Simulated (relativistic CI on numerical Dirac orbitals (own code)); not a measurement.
# Er4+ (4f10) in a crystal field

Calculated by Dirac-Coulomb-Breit CI, separate exchange-only KLI orbitals for each configuration, model QED, valence Slater integrals scaled by 0.7, one configuration in a parametric crystal field (own radial code).

Field parameters in Wybourne normalisation; cubic f-shell fields have B⁴₄ = √(5/14) B⁴₀ and B⁶₄ = −√(7/2) B⁶₀. The field is a parameter set, without covalency.

S is read from ⟨S²⟩ = S(S + 1).

Powder χT (cm³ K mol⁻¹) by Van Vleck's formula, with temperature-independent terms:

| Field | 2 K | 5 K | 10 K | 20 K | 50 K | 100 K | 200 K | 300 K |
| --- | --- | --- | --- | --- | --- | --- | --- | --- |
| C2v, B20 = -160, B22 = -150, B40 = 540, B42 = 170, B44 = 370, B60 = -30, B62 = 260, B64 = -450, B66 = 610 cm⁻¹ | 6.52 | 8.05 | 9.28 | 10.7 | 12.1 | 12.9 | 13.4 | 13.6 |
| D3d, B20 = -1980, B40 = -1940, B43 = -450, B60 = 550, B63 = 1090, B66 = -500 cm⁻¹ | 5.58 | 7.47 | 8.42 | 9.39 | 10.9 | 11.9 | 12.8 | 13.3 |
| D3d, B20 = -2060, B40 = -640, B43 = -490, B60 = -370, B63 = -50, B66 = 1050 cm⁻¹ | 7.79 | 10.8 | 11.5 | 11.7 | 12.1 | 12.5 | 13.2 | 13.4 |
| D3h, B20 = -420, B40 = -360, B60 = -400, B66 = -120 cm⁻¹ | 2.62 | 6.23 | 9.56 | 11.8 | 13.1 | 13.6 | 13.7 | 13.7 |
| D4h, B20 = 960, B40 = -1000, B44 = -1040, B60 = -110, B64 = -770 cm⁻¹ | 7.18 | 7.95 | 9.05 | 10.4 | 12 | 12.8 | 13.4 | 13.6 |
| Oh, B40 = 830, B60 = 860 cm⁻¹ | 1.62 | 4.03 | 7.15 | 9.58 | 10.9 | 11.6 | 12.6 | 13.1 |

Problem. For D3h, B20 = -420, B40 = -360, B60 = -400, B66 = -120 cm⁻¹: what effective moment follows at 300 K?

Solution. μ_eff = √(8χT) = 10.49 μB. The LS value g√(J(J + 1)) of the free ion's 5I_8 level is 10.61 μB. The level holds only 89 % of that term, so intermediate coupling accounts for much of any difference.
